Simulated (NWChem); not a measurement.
System: C2H8OSi; SMILES C[C@@H](O)[SiH3]

```xyz
12

C     -1.1614     1.2604     0.1248
C      0.0352     0.4889    -0.3980
O      1.1987     1.0746     0.1683
Si    -0.0284    -1.3672     0.0523
H     -1.0619     2.3269    -0.1320
H     -2.1008     0.8844    -0.3081
H     -1.2276     1.1859     1.2213
H      0.0488     0.5817    -1.5047
H      1.9728     0.6706    -0.2373
H     -0.1656    -1.5285     1.5312
H      1.2586    -2.0010    -0.3796
H     -1.1588    -2.0731    -0.6303
```
Atoms are numbered in this order, from 1.

Program: NWChem. Geometry: optimised at PBE0/def2-SVP. Level PBE/def2-SVP: energy and gradient on several grids; changes count from the extra-fine grid, which is no exact limit either.

Question: Which is the coarsest grid (fine; xfine; xcoarse; coarse; medium) from which on the energy stays within 50 μHa and each gradient component within 100 μHa/bohr of xfine?

Answer: medium.
```tsv
grid	size of the energy change (μHa)	largest change of a gradient component (μHa/bohr)	time, medium = 1 (rough)
xcoarse	2000	3000	about 1
coarse	10	300	about 1
medium	10	30	about 1
fine	< 10	< 30	about 1
xfine	< 10	< 30	3
```
